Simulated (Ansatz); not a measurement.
**Worked example: a bond strength in InNH2Cl (SMILES [NH2][In][Cl])**

The species is InNH2Cl (5 atoms), meant as a doublet with charge 0. SMILES: `[NH2][In][Cl]`. Geometry: optimised at PBE0/def2-SVP. This is one conformer, not always the lowest.

```xyz
5

N    -0.1268    0.8191   -0.4938
In   -0.4359   -1.2236   -0.1108
Cl    1.4222   -2.2508    0.9988
H    -0.9818    1.2886   -0.7990
H     0.1722    1.2930    0.3634
```

Wanted: the dissociation energy of the Cl3–In2 bond into doublet Cl and singlet InNH2 (shapes relaxed at PBE0/def2-SVP, no zero-point term). 1 Eh = 2625.50 kJ/mol = 27.2114 eV. Totals in Eh; open shells run unrestricted unless said.

```
                                                                   level  program      InNH2Cl   doublet Cl  singlet InNH2
                                          UHF/def2-TZVP (core potential)   Ansatz  -704.409342  -459.476807    -244.864298
                                     U-r2SCAN/def2-TZVP (core potential)   Ansatz  -706.381030  -460.116882    -246.169565
UB2PLYP/def2-TZVP (core potential), 10 core orbitals frozen in the whole   Ansatz  -705.978888  -460.021138    -245.876402
```

Q: Work out the dissociation energy at each level.

A: 
1. UHF/def2-TZVP (core potential): (-459.476807) + (-244.864298) − (-704.409342) = 0.068237 Eh = 179.2 kJ/mol = 1.86 eV.
2. U-r2SCAN/def2-TZVP (core potential): (-460.116882) + (-246.169565) − (-706.381030) = 0.094583 Eh = 248.3 kJ/mol = 2.57 eV.
3. UB2PLYP/def2-TZVP (core potential): (-460.021138) + (-245.876402) − (-705.978888) = 0.081348 Eh = 213.6 kJ/mol = 2.21 eV.

The levels span 179 to 248 kJ/mol; no measured value is set beside them. Hartree–Fock lacks the correlation of the bonding electrons, so it comes out low. A fragment with an even electron count was run as a singlet and may have a lower triplet. A bond enthalpy at 298 K also holds the loss of zero-point energy and thermal terms.
